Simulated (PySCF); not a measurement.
## Gas-phase XPS of `CC#C[SiH2]B(F)F`, computed

Species: C3H5BF2Si.
Atom-mapped SMILES: `[CH3:1][C:2]#[C:3][SiH2:4][B:5]([F:6])[F:7]`

Method: PySCF, delta-SCF UKS SCAN, pcX-2 on the ionised atom, pcseg-1 elsewhere, spin-free X2C. Each binding energy is the total energy of the core-ionised species, with the hole localised on one atom, minus that of the ground state; both are solved self-consistently, so orbital relaxation is included.

What binding energy does each computed site have?

```
atom(s)               bonded to     level  binding energy (eV)  2p1/2 (eV)  above the level's lowest (eV)  count
    Si4            C, 2 H and B     Si 1s              1846.73           –                           0.00      1
  F6/F7                       B      F 1s               693.44           –                           0.00      2
     C1               C and 3 H      C 1s               291.81           –                          +2.05      1
     C2   C (triple bond) and C      C 1s               290.50           –                          +0.74      1
     C3  C (triple bond) and Si      C 1s               289.76           –                           0.00      1
     B5              2 F and Si      B 1s               199.11           –                           0.00      1
    Si4            C, 2 H and B  Si 2p3/2               106.92      107.54                           0.00      1
```

Lowest listed C 1s: C3, bonded to C (triple bond) and Si. Highest, 2.05 eV above it: C1, bonded to C and 3 H. The widest gap between neighbouring values is 1.31 eV, between 290.50 and 291.81 eV. Summing the Pauling electronegativity differences to the bonded atoms, each weighted by its formal bond order, gives -0.65 for the lowest site and -1.05 for the highest; the largest sum, 0.00, belongs to C2, 1.31 eV below the top. The smallest sum, -1.05, belongs to C1, 2.05 eV above the lowest.

Give the binding energy of F 1s of F6/F7 in hartree and in kJ/mol.

693.44 eV = 25.4835 Eh = 66907 kJ/mol.

Which effective nuclear charge Zeff reproduces each element's mean 1s value in the hydrogen-like formula E = 13.606 eV × Zeff²?

B (Z = 5): mean 199.1 eV, Zeff = 3.83, Z − Zeff = 1.17; C (Z = 6): mean 290.7 eV, Zeff = 4.62, Z − Zeff = 1.38; F (Z = 9): mean 693.4 eV, Zeff = 7.14, Z − Zeff = 1.86; Si (Z = 14): mean 1846.7 eV, Zeff = 11.65, Z − Zeff = 2.35. Means run over the listed sites, weighted by atom count.

One atom of each set of topologically equivalent atoms was ionised and stands for the set; in this conformer not all members are related by symmetry, and their own values weren't computed. The unrestricted hole states depart most from a pure doublet (⟨S²⟩ = 0.75; over 0.85 named) for C 1s of C2 (0.86) and B 1s of B5 (0.98), which makes these values less certain. The 2p values add to the ΔSCF energy of one spin-free hole a correction within the shell (spin–orbit coupling, ligand field). 2p1/2 minus 2p3/2 (ligand field included): Si 0.62 eV. The structure is a single PBE0-D3(BJ)/def2-SVP conformer in the gas phase; no vibrational or solvent corrections.

The values belong to the conformer `[CH3:1][C:2]#[C:3][SiH2:4][B:5]([F:6])[F:7]`: C3–Si4–B5–F6 56°.
